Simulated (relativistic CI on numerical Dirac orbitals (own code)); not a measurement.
Calculated at this level of theory: Dirac-Coulomb-Breit CI, separate exchange-only KLI orbitals for each configuration, a model potential for QED, unscaled Slater integrals (own radial code, finite nucleus).

Configuration list (outside the closed core [Ar] 3d10): 4s²4p⁶4d, 4s²4p⁶4f, 4s²4p⁵4d², 4s4p⁶4d², 4s²4p⁵4d4f, 4s4p⁶4d4f, 4s²4p⁶5s, 4s²4p⁶5p, 4s²4p⁶5d, 4p⁶4d²4f, 4s²4p⁵4d5s, 4s²4p⁶5f, 4s²4p⁵4d5p, 4s4p⁶4f5s, 4s²4p⁶5g, 4s4p⁶4d5s, 4s²4p⁵4d5d, 4p⁶4d³, 4p⁵4d⁴, 4p⁵4d³4f, 4p⁶4d4f², 4p⁶4f³, 4p⁵4d²4f², 4p⁵4d4f³, 4p⁶4f²5s, 4s4p⁶4f², 4s4p⁵4f³, 4s4p⁶4f5p, 4s4p⁵4f²5p, 4p⁶4f²5p. Double excitations out of closed p, d and f shells are left out; levels of such configurations are missing from the list, as are those of other unlisted configurations, and high levels can miss mixing partners. These lack a partner that the ground configuration has and come out too high: 4s²4p⁵4d5s, 4s²4p⁵4d5p, 4s²4p⁵4d5d, 4s²4p⁶5d, 4s²4p⁶5f.

At this charge energies of transitions that change n are usually good to better than 1 %, and those within a shell (Δn = 0) to a few per cent.

Outline of the computed level scheme of Hg XLIV. Lowest level of each configuration: 4s²4p⁶4d ²D3/2 at 0.000 eV; 4s²4p⁵4d² ⁴D°3/2 at 174.560 eV; 4s²4p⁶4f ²F°5/2 at 260.380 eV.

Some strong electric-dipole decays among the lowest 45 levels: 4s²4p⁵4d² ²D°3/2 → 4s²4p⁶4d ²D3/2 (4.3e+12 s⁻¹); 4s²4p⁵4d² ²D°5/2 → 4s²4p⁶4d ²D5/2 (4.3e+12 s⁻¹); 4s²4p⁵4d² ²P°3/2 → 4s²4p⁶4d ²D5/2 (3.6e+12 s⁻¹); 4s²4p⁵4d² ²P°1/2 → 4s²4p⁶4d ²D3/2 (2.8e+12 s⁻¹); 4s²4p⁵4d² ²F°7/2 → 4s²4p⁶4d ²D5/2 (2.6e+12 s⁻¹); 4s²4p⁶4f ²F°5/2 → 4s²4p⁶4d ²D3/2 (1.9e+12 s⁻¹); 4s²4p⁵4d² ²D°3/2 → 4s²4p⁶4d ²D3/2 (1.5e+12 s⁻¹); 4s²4p⁵4d² ²F°5/2 → 4s²4p⁶4d ²D3/2 (1.5e+12 s⁻¹).

LS names give the leading component of a level, which can be under half, so a name can repeat, a term be missing and a line seem to break the LS rules.
